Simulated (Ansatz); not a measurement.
C$_{3}$H$_{12}$BeOSi$_{2}$ (SMILES C[Si](C)(C)[Be][O][SiH3]), singlet, at a GFN2-xTB geometry (such geometries of metal compounds can be far from the true shape), with bond 13-5 at 2.4 times its length; CASSCF(2,2)/STO-3G run with Ansatz (an electronic-structure program).

Ansatz was given this input:
Ansatz 0.2 input:
```yaml
crystal:
  periodic: [false, false, false]
  atoms:
    - {symbol: Be, position_ang: [0.05562720, 0.30275542, -0.62520769]}
    - {symbol: Si, position_ang: [-0.09642721, -0.64816634, 1.32578342]}
    - {symbol: C, position_ang: [-1.78416972, -1.49772777, 1.68044438]}
    - {symbol: C, position_ang: [0.13104395, 0.53268953, 2.82574087]}
    - {symbol: C, position_ang: [1.18257120, -2.04373966, 1.66124119]}
    - {symbol: H, position_ang: [-1.81544390, -1.95679372, 2.66481879]}
    - {symbol: H, position_ang: [-2.60033598, -0.78285719, 1.62868579]}
    - {symbol: H, position_ang: [-1.99082369, -2.27621163, 0.95167910]}
    - {symbol: H, position_ang: [-0.61395261, 1.32310461, 2.81786789]}
    - {symbol: H, position_ang: [1.10689683, 1.00919688, 2.80395532]}
    - {symbol: H, position_ang: [0.04390602, 0.01269335, 3.77587101]}
    - {symbol: H, position_ang: [2.19922954, -1.66745152, 1.59324532]}
    - {symbol: H, position_ang: [0.95157684, -3.96832248, -0.08185471]}
    - {symbol: H, position_ang: [1.06326675, -2.48242328, 2.64820433]}
    - {symbol: O, position_ang: [0.14624398, 0.91811649, -1.88365627]}
    - {symbol: Si, position_ang: [0.24840402, 1.62876629, -3.33498187]}
    - {symbol: H, position_ang: [-0.69821159, 0.93275303, -4.20727348]}
    - {symbol: H, position_ang: [1.63304097, 1.46842946, -3.78046458]}
    - {symbol: H, position_ang: [-0.11070426, 3.03352384, -3.13724008]}
basis:
  gaussian:
    orbitals: STO-3G
hamiltonian:
  xc: hf
magnetization: {spin_polarized: false}
correlation: {active_space: {window: {electrons: 2, orbitals: 2}}}
```

What the program printed (banner, timings and long lists left out):

```
Functional definition: HF
699 factors; integrals over basis functions are off by at most 6.8e-4 eV
mean field evaluation 1: about -21177.5369 eV, gradient 3.3e1 eV
mean field evaluation 2: about -21178.4456 eV, gradient 3.4e1 eV
mean field evaluation 4: about -21184.6355 eV, gradient 6.4e0 eV
mean field evaluation 8: about -21184.8418 eV, gradient 5.2e-1 eV
a density is far from that of the atoms, so the factors are made again for it
723 factors; integrals over basis functions are off by at most 4.1e-5 eV
mean field evaluation 16: about -21183.7301 eV, gradient 1.9e0 eV
mean field evaluation 32: about -21184.8449 eV, gradient 5.4e-2 eV
mean field -21184.84492458 eV, -778.5286913747 hartree, gradient 1.8e-6 eV, S^2 0.000000; 1 other end points of the search recorded, 0 dependent functions left out
reference -21184.84492458 eV, -778.5286913747 hartree; 35, 35 occupied and 20, 20 virtual orbitals, 723 factors
state -21189.68257349 eV, -778.7064716930 hartree
Total energy: -21189.68257349 eV, -778.7064716930 hartree
```
